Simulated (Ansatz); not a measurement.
Cost and result for the atomization energy of `[CH3][Ga]([F])[Br]` (7 atoms, 6 bonds).

Charge 0, multiplicity 1. Correlated methods include outer-core shells of Br, Ga, which these sets cover unevenly. Scalar relativity is left out up to krypton. The geometry is a stationary point of PBE0-D4/def2-TZVP. Program: Ansatz. All runs use 4 threads of an INTEL XEON PLATINUM 8581C on a shared host. Times are those of one run each, without the atoms' runs, and a repeat can differ threefold. Electronic energies, without spin–orbit coupling; frozen cores. CCSD(T)/CBS adds CCSD(T) − MP2 in def2-TZVPP to the MP2 limit, and its time is that of the two runs behind it. T1 = 0.011. With those shells the extrapolation isn't a true limit. HSE06 is the plane-wave form, built on full-range PBE exchange.

CCSD(T)/CBS is a level of theory with its own doubt, some kJ/mol a heavy atom from the limit and from the frozen cores, so smaller differences don't rank the functionals.

```tsv
level	functions	atomization (kJ/mol)	difference from CCSD(T)/CBS	per bond
BHLYP-D4/def2-TZVPP	200	2283.6	-100.3	-16.7
ωB97M-V/def2-TZVPP (with forces)	200	2355.9	-28.0	-4.7
BLYP-D4/def2-TZVPP	200	2330.5	-53.4	-8.9
B2PLYP/def2-TZVPP	200	2339.2	-44.7	-7.4
ωB97X-V/def2-TZVPP	200	2372.1	-11.8	-2.0
CCSD(T)/CBS(def2)	–	2383.9	0.0	0.0
r2SCAN-D4/def2-TZVPP (with forces)	200	2385.7	1.8	0.3
MP2/def2-QZVPP	382	2423.4	39.5	6.6
CAM-B3LYP-D4/def2-TZVPP	200	2359.8	-24.1	-4.0
CCSD(T)/def2-TZVPP	200	2331.9	-52.0	-8.7
CCSD(T)/def2-SVP	107	2255.4	-128.5	-21.4
HSE06-D4/def2-TZVPP	200	2362.6	-21.3	-3.5
B97M-V/def2-TZVPP	200	2365.0	-18.9	-3.1
```

Problem. Order the runs by time, with rough figures. (Best estimate.)

Solution. The calculation gave: BLYP-D4/def2-TZVPP 0.85 s; BHLYP-D4/def2-TZVPP 1.4 s; HSE06-D4/def2-TZVPP 1.6 s; CAM-B3LYP-D4/def2-TZVPP 1.7 s; r2SCAN-D4/def2-TZVPP (with forces) 1.8 s; B2PLYP/def2-TZVPP 2.3 s; ωB97X-V/def2-TZVPP 3.1 s; B97M-V/def2-TZVPP 3.2 s; CCSD(T)/def2-SVP 3.2 s; ωB97M-V/def2-TZVPP (with forces) 4.5 s; MP2/def2-QZVPP 9 s; CCSD(T)/def2-TZVPP 42 s; CCSD(T)/CBS(def2) 51 s.

Leaving LDA and LC-ωPBE aside and taking each functional with its dispersion term where it has one, the values, not all of them listed here, spread over 113.1 kJ/mol, from BHLYP-D4 to PBE-D4. LDA lies +313.9 kJ/mol from PBE without D4, its usual overbinding. From r2SCAN to r2SCAN0 (25 % exact exchange), in def2-TZVPP and without D4, the atomization energy moves by −40.2 kJ/mol: exact exchange takes away binding that semilocal exchange gives to molecules. At CCSD(T), def2-SVP lies −128.4 kJ/mol from the extrapolated value and def2-TZVPP −52.0 kJ/mol: correlation converges slowly with the basis, and small sets miss more of it in the bonded molecule than in its fragments.
